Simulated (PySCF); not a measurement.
PySCF was given this input:
```python
from pyscf import gto, scf, dft

mol = gto.Mole()
mol.atom = '''
    Sb    0.48437488   -0.14074905    0.02308116
    Br   -0.13874346   -2.90734237    0.00130489
    Br    1.43832259    2.52971228    0.06062194
    Br   -2.00538253    0.58272157   -0.09555938
'''
mol.basis = 'def2-tzvp'
mol.ecp = {'Sb': 'def2-tzvp'}
mol.charge = -1
mol.spin = 1
mol.verbose = 4
mol.build()

mf = dft.UKS(mol)
mf.xc = 'tpss'
mf = mf.density_fit(auxbasis='def2-universal-jkfit')
mf.kernel()
```

Problem. Give the total energy at the level DF-TPSS/def2-TZVP in PySCF.

Solution. -7962.565691 Ha

Problem. Predict the <S^2> from DF-TPSS/def2-TZVP.

Solution. 0.753

Problem. Give the HOMO energy at the level DF-TPSS/def2-TZVP.

Solution. -1.16 eV

Problem. What is the computed nuclear repulsion energy (DF-TPSS/def2-TZVP)?

Solution. 906.5171 Eh

These values belong to the state on which the SCF converged, which isn't shown to be the lowest.
